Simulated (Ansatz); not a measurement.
`[OH][SbH][CH2][SiH3]` + `S[SiH2]S` → `[SiH3]S[SiH2]S` + `[CH3][SbH][OH]`  (ligand exchange at the Si–C bond)

Isolated molecules relaxed with PBE0-D4/def2-TZVP in Ansatz; ΔE leaves out vibrations. CCSD(T)/CBS adds triple-zeta CCSD(T) − MP2 to the extrapolated MP2 energy (def2 sets, frozen cores). Functionals use def2-TZVPP. B3LYP here is the variant with VWN-RPA as its local correlation; programs differ in this. Elements past krypton have def2 core potentials. For Sb outer-core shells are correlated without core-valence functions, which leaves a few kJ/mol of doubt a bond. Each species was taken in one conformer, which may not be the lowest.

```csv
level,ΔE (kJ/mol),difference from CCSD(T)/CBS
PBE-D4,-60.2,-2.6
r2SCAN-D4,-60.5,-2.9
PBE0-D4,-60.7,-3.1
B3LYP-D4,-58.1,-0.5
ωB97X-V,-56.9,0.7
ωB97M-V,-56.7,0.9
B2PLYP,-56.8,0.8
PBE,-59.3,-1.7
r2SCAN,-60.2,-2.6
PBE0,-59.8,-2.2
B3LYP,-56.6,1.0
HF/def2-TZVPP,-57.2,0.4
MP2/def2-TZVPP,-57.7,-0.1
SCS-MP2/def2-TZVPP,-55.8,1.8
CCSD/def2-TZVPP,-53.2,4.4
CCSD(T)/def2-TZVPP,-53.8,3.8
HF/def2-QZVPP,-57.7,-0.1
MP2/def2-QZVPP,-60.0,-2.4
SCS-MP2/def2-QZVPP,-58.2,-0.6
HF/CBS(def2),-57.7,-0.1
MP2/CBS(def2),-61.4,-3.8
CCSD/CBS(def2),-56.9,0.7
CCSD(T)/CBS,-57.6,0
```

Largest T1 diagnostic among the species: 0.014.
